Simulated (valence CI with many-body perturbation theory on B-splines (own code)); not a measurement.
**Hyperfine factors and g values of Ce44+**

Computed by configuration interaction combined with many-body perturbation theory (CI+MBPT): four valence electrons over a frozen Dirac-Fock core [Ne], radial functions for each j: 11 s, 11 p, 10 d, 8 f, 5 g, 2 h, with the one-electron correlation potential Σ1, the two-electron term Σ2, the three-electron term Σ3, Breit, model QED; selected CI, second order for the rest, scaled by the run's own slope (own B-spline code, finite nucleus).

No measured spectrum was set against this ion. As an estimate, large intervals hold to a few tenths of a per cent, small ones and those within an open d or f shell to about a per cent. Among the levels kept, up to 550 cm⁻¹ of a level comes from second order outside the variational space, and about a tenth of that is noise between levels of different J, which matters for small intervals.

A/g_I is the dipole constant over the nuclear g factor μ/I (μ in nuclear magnetons, uniformly magnetised nucleus), B/Q the quadrupole constant per barn. Both hold the static response of the core; the bare values leave it out. Large factors of s and p1/2 electrons are usually good to 5 to 10 %; those of open d and f shells near neutrality can be off by tens of per cent, and small factors of p3/2, d and f electrons come from cancelling terms and can be off by a factor of two or in sign, in half-filled shells by more. B is blank for J = 1/2, where it vanishes, and for nearly pure S terms. Energies count from the lowest level. Levels with J = 0 are left out.

Levels are named by their leading jj configuration (3d3/2^4 stands for four electrons in 3d with j = 3/2), which in mixed levels can hold well under half, so a name can repeat and another be missing. Letters in brackets count levels of one name in rising energy.

| Level | E (× 10³ cm⁻¹) | g | A/g_I (MHz) | A/g_I bare | B/Q (MHz/b) | B/Q bare |
| --- | --- | --- | --- | --- | --- | --- |
| (3s^2 3p1/2 3p3/2) J=1 | 849.82 | 1.494 | -40400 | -37200 | 87700 | 86300 |
| (3s^2 3p1/2 3p3/2) J=2 | 906.44 | 1.182 | 223000 | 219000 | 148000 | 145000 |
| (3s 3p1/2^2 3p3/2) J=2 | 1771.0 | 1.588 | 527000 | 516000 | 148000 | 145000 |
| (3s^2 3p3/2^2) J=2 | 1797.3 | 1.303 | 94800 | 94300 | 27400 | 26900 |
| (3s 3p1/2^2 3p3/2) J=1 | 1945.0 | 0.995 | -318000 | -308000 | 112000 | 110000 |
| (3s^2 3p1/2 3d3/2) J=2 | 2151.5 | 0.763 | 188000 | 186000 | 31000 | 32100 |
| (3s^2 3p1/2 3d3/2) J=1 | 2392.1 | 0.886 | -136000 | -130000 | 21200 | 21500 |
| (3s^2 3p1/2 3d5/2) J=2 | 2420.5 | 1.388 | 65800 | 66500 | 8350 | 9320 |
| (3s^2 3p1/2 3d5/2) J=3 | 2448.6 | 1.144 | 153000 | 151000 | 2720 | 4450 |
| (3s 3p1/2 3p3/2^2) J=2 [a] | 2645.9 | 1.390 | 229000 | 225000 | 83900 | 82800 |
| (3s 3p1/2 3p3/2^2) J=3 | 2712.9 | 1.284 | 426000 | 417000 | 34400 | 34000 |
| (3s 3p1/2 3p3/2^2) J=1 [a] | 2849.5 | 1.260 | 476000 | 466000 | -136000 | -134000 |
| (3s 3p1/2 3p3/2^2) J=2 [b] | 2871.3 | 1.100 | 73400 | 73900 | -17600 | -17200 |
| (3s 3p1/2 3p3/2^2) J=1 [b] | 2932.4 | 1.375 | 208000 | 206000 | 74000 | 72800 |
| (3s 3p1/2^2 3d3/2) J=1 | 3092.8 | 0.386 | -402000 | -390000 | 12900 | 13500 |
| (3s 3p1/2^2 3d3/2) J=2 | 3130.2 | 1.170 | 456000 | 447000 | 26700 | 27500 |
| (3s^2 3p3/2 3d3/2) J=3 | 3229.5 | 1.127 | 84900 | 85200 | 155000 | 154000 |
| (3s^2 3p3/2 3d3/2) J=2 | 3231.2 | 1.059 | 31600 | 33100 | -21000 | -20500 |
| (3s^2 3p3/2 3d3/2) J=1 | 3237.0 | 1.139 | 102000 | 102000 | -79600 | -78800 |
| (3s^2 3p3/2 3d5/2) J=4 | 3285.5 | 1.243 | 46700 | 47600 | 215000 | 213000 |
| (3s^2 3p3/2 3d5/2) J=2 | 3306.0 | 1.286 | 91900 | 91800 | -120000 | -118000 |
| (3s 3p1/2^2 3d5/2) J=3 | 3371.0 | 1.370 | 320000 | 314000 | 26300 | 27700 |
| (3s 3p1/2^2 3d5/2) J=2 | 3448.5 | 1.042 | -221000 | -213000 | -6880 | -5140 |
| (3s^2 3p3/2 3d5/2) J=3 | 3500.8 | 1.165 | 56600 | 57000 | 31000 | 32000 |
| (3s^2 3p3/2 3d5/2) J=1 | 3542.8 | 1.107 | -27500 | -24800 | 23400 | 23600 |
| (3s 3p3/2^3) J=2 | 3754.0 | 1.368 | 496000 | 485000 | -165000 | -163000 |
| (3s 3p1/2 3p3/2 3d3/2) J=2 [a] | 3780.2 | 1.159 | 109000 | 109000 | 28600 | 28400 |
| (3s 3p1/2 3p3/2 3d3/2) J=1 [a] | 3850.1 | 1.194 | 237000 | 234000 | -83200 | -82500 |
| (3s 3p1/2 3p3/2 3d3/2) J=3 [a] | 3877.1 | 1.167 | 300000 | 295000 | 16100 | 16400 |
| (3s 3p1/2 3p3/2 3d3/2) J=2 [b] | 3882.0 | 1.181 | 181000 | 179000 | -38700 | -38200 |
| (3s 3p3/2^3) J=1 | 3927.1 | 1.188 | -342000 | -330000 | -51400 | -50500 |
| (3s 3p1/2 3p3/2 3d3/2) J=4 | 3963.4 | 1.213 | 347000 | 341000 | 95300 | 94800 |
| (3s 3p1/2 3p3/2 3d5/2) J=4 [a] | 4038.5 | 1.395 | 208000 | 205000 | 212000 | 210000 |
| (3s 3p1/2 3p3/2 3d3/2) J=2 [c] | 4051.5 | 0.896 | 155000 | 153000 | -52800 | -51500 |
